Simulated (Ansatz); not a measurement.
Consider the substitution at a C–C bond: `C[CH]1[CH2][AlH]1` + `[NH2][SbH][OH]` → `C[O][SbH][NH2]` + `[CH2]1[CH2][AlH]1`.

Calculated with Ansatz (gas phase, PBE0-D4/def2-TZVP geometries, no zero-point term in ΔE). CCSD(T)/CBS is the MP2 limit (def2-TZVPP, def2-QZVPP) plus CCSD(T) − MP2 in def2-TZVPP, frozen cores. Functionals use def2-TZVPP. B3LYP here is the variant with VWN-RPA as its local correlation; programs differ in this. def2 core potentials past Kr. For Sb outer-core shells are correlated without core-valence functions, which leaves a few kJ/mol of doubt a bond. One conformer a species, not always the lowest.

`C[CH]1[CH2][AlH]1`:

Cartesian coordinates in Å:
```
C 0.349 -1.275 -0.625
C 0.425 -0.082 0.295
C -0.164 1.284 -0.244
Al -0.916 0.709 1.410
H 0.650 -2.195 -0.116
H -0.666 -1.435 -1.002
H 0.999 -1.150 -1.501
H 1.440 0.066 0.674
H -0.777 1.155 -1.138
H 0.550 2.092 -0.396
H -1.890 0.831 2.644
```

`[NH2][SbH][OH]`:

Z-matrix (Å, degrees):
```
N
Sb 1 2.009
H 1 1.008 2 119.1
H 1 1.008 2 116.3 3 -137.1
O 2 1.970 1 97.6 3 -79.8
H 2 1.715 1 96.2 3 9.6
H 5 0.961 2 111.0 1 -87.2
```

`C[O][SbH][NH2]`:

Cartesian coordinates in Å:
```
C -0.747 1.065 -1.137
O 0.444 0.340 -0.970
Sb 1.219 0.234 0.848
N 0.275 -1.374 1.606
H -0.922 1.195 -2.209
H -1.615 0.538 -0.718
H -0.706 2.065 -0.682
H 2.489 -0.724 0.219
H 0.168 -2.161 0.981
H -0.605 -1.178 2.061
```

`[CH2]1[CH2][AlH]1`:

Z-matrix (Å, degrees):
```
C
Al 1 1.905
C 1 1.585 2 65.4
H 1 1.089 2 122.0 3 -104.9
H 1 1.089 2 122.1 3 104.9
H 2 1.574 1 155.4 3 180.0
H 3 1.089 1 114.7 2 115.6
H 3 1.089 1 114.7 2 -115.6
```

```csv
level,ΔE (kcal/mol)
r2SCAN-D4,10.6
B3LYP-D4,9.6
ωB97X-V,10.0
r2SCAN,10.6
CCSD(T)/def2-TZVPP,10.7
SCS-MP2/def2-QZVPP,11.3
HF/CBS(def2),8.9
MP2/CBS(def2),12.7
```

Problem. What does CCSD(T)/CBS give? (An estimate is asked.)

Solution. Ansatz gave: +11.5 kcal/mol. The listed levels differ from it by -0.9, -1.9, -1.5, -0.9, -0.8, -0.2, -2.6, 1.2 kcal/mol.

Largest T1 diagnostic among the species: 0.014.

In def2-TZVPP, CCSD(T) changes the Hartree–Fock value by +2.0 kcal/mol (the triples alone add +0.1 kcal/mol) and MP2 by +3.1 kcal/mol.
